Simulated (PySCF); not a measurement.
## One elementary step

Start structure (BNH₃OF, closed shell), relaxed at PBE0-D4/def2-TZVP:

```tsv
atom	x (Å)	y (Å)	z (Å)
B1	-0.2335	0.5176	0.1161
N2	0.6642	-0.5295	0.3901
O3	-1.1410	0.5421	-0.9010
H4	-1.1336	-0.2347	-1.4608
F5	-0.2128	1.5937	0.9090
H6	1.3085	-0.4728	1.1580
H7	0.7297	-1.3781	-0.1396
```

The step: BNH₃OF ([NH2][B]([OH])[F]) → BOF + NH₃ (still joined by a long B–N bond); bonds formed: N2–H4; bonds broken: O3–H4; bonds weakened to dative contacts: B1–N2. Computed with PySCF 2.14 with density fitting (its default auxiliary sets; JK sets also for MP2 and CCSD(T)) (basis: def2-TZVPP and def2-QZVPP); correlated methods freeze the cores. Extrapolation: Hartree–Fock as exp(−7.88 √X), correlation as X^−2.97. Energies below are by CCSD(T) at an estimated basis limit (MP2 extrapolated from triple and quadruple zeta, plus CCSD(T) − MP2 in triple zeta).

Q: What are the electronic barrier and the energy of the step, from the start structure to the end structure? (To be estimated.)

A: By the calculation: Barrier 211.7 kJ/mol; step energy 131.6 kJ/mol (uphill); reverse barrier, their difference, 80.1 kJ/mol. Barrier and step energy count from the start structure, the reverse barrier from the end structure.

The saddle point: One imaginary mode of 1544i cm⁻¹.
```json
{"pair": "N2–H4", "start (Å)": "2.60", "saddle (Å)": "1.24", "end (Å)": "1.02"}
{"pair": "B1–N2", "start (Å)": "1.41", "saddle (Å)": "1.57", "end (Å)": "1.66"}
{"pair": "O3–H4", "start (Å)": "0.96", "saddle (Å)": "1.35", "end (Å)": "2.50"}
```

Zero-point energy (harmonic, PBE0-D4): ZPE is 128.2 kJ/mol at the start and 117.3 kJ/mol at the saddle, so the barrier goes from 211.7 to 200.7 kJ/mol.

First-order rate constant out of the start structure at 298 K by transition-state theory, with harmonic vibrational free energies alone and no tunnelling: ΔA‡ = 201.3 kJ/mol, so k = (kB T/h) exp(−ΔA‡/kB T) ≈ 10^-22 s⁻¹ (an order of magnitude at best: rotation, the number of equivalent paths and anharmonicity are left out).

T1 diagnostic: at most 0.015.

Labels in which every atom is bracketed show which atoms are joined, not bond orders.

For scale, one of the runs: CCSD(T)/def2-TZVPP, 166 basis functions, launched by `OMP_NUM_THREADS=4 python run.py`. Hardware: 4 CPU threads of an Arm Neoverse V2, shared host. Wall time 2.8 min; peak host memory 1.6 GiB.
